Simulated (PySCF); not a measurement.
A PySCF script (with the pyscf-properties extension) for the NMR shieldings of SMILES C=CC(=O)N[Si@@H](C)N, C₄H₁₀N₂OSi, on a GFN2-xTB geometry:

```python
import basis_set_exchange as bse
import numpy as np
from pyscf import gto, dft
from pyscf.prop import nmr

atoms = """
C     3.652506   -0.035726    0.057834
C     2.488424    0.575509   -0.100613
C     1.209627   -0.169210   -0.012425
O     1.146812   -1.370131    0.193423
N     0.079881    0.548724   -0.173459
Si   -1.442369   -0.323891   -0.059310
C    -2.813531    0.937989   -0.389757
N    -1.435285   -1.442951   -1.365339
H     4.594628    0.482259   -0.000948
H     3.675988   -1.094649    0.257438
H     2.422336    1.636484   -0.300619
H     0.156246    1.536395   -0.349529
H    -1.521510   -0.834363    1.313676
H    -2.786241    1.758323    0.319098
H    -2.752362    1.354853   -1.389182
H    -3.781037    0.459859   -0.292648
H    -2.272597   -1.962778   -1.573510
H    -0.630272   -2.050379   -1.410547
"""
names = dict.fromkeys(["C", "O", "N", "Si", "H"], "pcSseg-1")
basis = {el: gto.basis.parse(bse.get_basis(n, elements=[el], fmt="nwchem")) for el, n in names.items()}
mol = gto.M(atom=atoms, basis=basis, charge=0, verbose=0)
mf = dft.RKS(mol, xc="PBE0")
mf.grids.level = 2
mf.grids.alignment = dft.numint.BLKSIZE   # the property module wants whole blocks of grid points
mf.conv_tol = 1e-9
mf.kernel()

calc = nmr.RKS(mf)   # GIAO
C = mf.mo_coeff
Co = C[:, mf.mo_occ > 0]
resp = mf.gen_response(singlet=True, hermi=2)
def vind(x):   # induced exchange potential for any number of trial vectors
    d = np.einsum("pi,xij,qj->xpq", C, 2 * x.reshape(-1, C.shape[1], Co.shape[1]), Co, optimize=True)
    return np.einsum("xpq,pi,qj->xij", resp(d - d.transpose(0, 2, 1)), C, Co, optimize=True).ravel()
mo1, _ = nmr.rhf.solve_mo1(calc, with_cphf=vind)
sigma = calc.kernel(mo1)
for i, s in enumerate(sigma):   # ppm
    print("%2d %-2s %9.2f" % (i, mol.atom_pure_symbol(i), np.trace(s) / 3))
```

Question: What are the results?

Answer: 
```
 0 C      48.13
 1 C      49.99
 2 C      13.95
 3 O     -50.88
 4 N     128.67
 5 Si    374.46
 6 C     190.05
 7 N     244.41
 8 H      25.60
 9 H      24.75
10 H      25.63
11 H      26.94
12 H      26.15
13 H      31.88
14 H      31.51
15 H      31.63
16 H      31.39
17 H      30.00
```

These numbers come from an equivalent density-fitted implementation of the same equations, which agrees with the script to about 0.01 ppm for H and up to a few tenths of a ppm for heavy atoms, so last digits may differ.

Question: Turn these shieldings into chemical shifts. Chemical shifts δ = σref − σ; TMS for ¹³C (σref 186.93), ²⁹Si (σref 349.16), ¹H (σref 31.72); ¹⁷O (σref 336.08) against H2O; NH3 for ¹⁵N (σref 267.73), all at this level.

Answer: Averaging equivalent atoms: C 2: 173.0; C 0: 138.8; C 1: 136.9; C 6: -3.1; O 3: 387.0; N 4: 139.1; N 7: 23.3; Si 5: -25.3; H 9: 6.96; H 8: 6.12; H 10: 6.09; H 12: 5.57; H 11: 4.78; H 16/17: 1.02; H 13/14/15: 0.04 ppm. Unscaled 17O shifts of doubly bonded oxygen tend to come out too high, by tens of ppm or more. Experimental scales use liquid or dissolved standards, which lie at an offset from isolated NH3 (liquid NH3: subtract about 20 ppm) and H2O (liquid H2O: subtract about 36 ppm).

Size and cost of the density-fitted run: 193 basis functions, 30 s wall time on 1 thread of an Arm Neoverse V1, shared host; peak memory 0.84 GiB.
